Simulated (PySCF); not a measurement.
First SCF of a structure search on doublet HfF3, at a hand-made T-shaped geometry. PySCF input:

```python
from pyscf import gto, scf, dft
mol = gto.M(atom='''
Hf     0.000000     0.000000     0.000000
F      0.000000     0.000000     2.160000
F      2.158700     0.000000     0.075400
F     -2.158700     0.000000     0.075400''',
    basis={'Hf': 'def2-TZVP', 'F': 'def2-TZVP'},
    ecp={'Hf': 'def2-TZVP'},
    charge=0, spin=1)
mf = dft.UKS(mol, xc='PBE0')
mf.grids.atom_grid = (50, 194)
aux = {'Hf': 'def2-universal-JKFIT', 'F': 'def2-universal-JKFIT'}
mf = mf.density_fit(auxbasis=aux)
mf.conv_tol = 1e-08
mf.diis_space = 10
mf.max_cycle = 60
mf.init_guess = 'minao'
mf.verbose = 4
mf.kernel()
```

Excerpt of the output (cycles alone):

```
init E= -328.743419225666
cycle= 1 E= -347.265767012296  delta_E= -18.5  |g|= 0.787  |ddm|= 3.86
cycle= 2 E= -340.883739914678  delta_E= 6.38  |g|= 4.12  |ddm|= 2.18
cycle= 3 E= -347.422269824362  delta_E= -6.54  |g|= 0.49  |ddm|= 1.97
cycle= 4 E= -347.456248984821  delta_E= -0.034  |g|= 0.357  |ddm|= 0.366
cycle= 5 E= -347.496662063576  delta_E= -0.0404  |g|= 0.0631  |ddm|= 0.15
cycle= 6 E= -347.498618699193  delta_E= -0.00196  |g|= 0.0169  |ddm|= 0.0649
cycle= 7 E= -347.498802515281  delta_E= -0.000184  |g|= 0.00315  |ddm|= 0.0316
cycle= 8 E= -347.498826718763  delta_E= -2.42e-05  |g|= 0.00117  |ddm|= 0.0147
cycle= 9 E= -347.498834938808  delta_E= -8.22e-06  |g|= 0.000739  |ddm|= 0.0115
cycle= 10 E= -347.498836079209  delta_E= -1.14e-06  |g|= 0.000136  |ddm|= 0.0047
cycle= 11 E= -347.498836110256  delta_E= -3.1e-08  |g|= 3.3e-05  |ddm|= 0.000588
cycle= 12 E= -347.498836112455  delta_E= -2.2e-09  |g|= 5.22e-06  |ddm|= 0.000197
Extra cycle  E= -347.498836112486  delta_E= -3.12e-11  |g|= 4.42e-06  |ddm|= 8.87e-06
converged SCF energy = -347.498836112486  <S^2> = 0.75224565  2S+1 = 2.0022444
```

No lower solution of this spin was found from smeared starts or by a stability analysis within the unrestricted form.

With open d or f shells other occupations or spin states may lie lower. With an element this heavy the missing spin–orbit coupling can shift these numbers.

The search for the lowest solution, 3 starts and the stability check together, took 16 s on 4 threads of a shared Arm Neoverse V1 host, with 133 basis functions; the process peaked at 0.59 GiB. Launch command: `OMP_NUM_THREADS=4 python axn.py task.json out`.
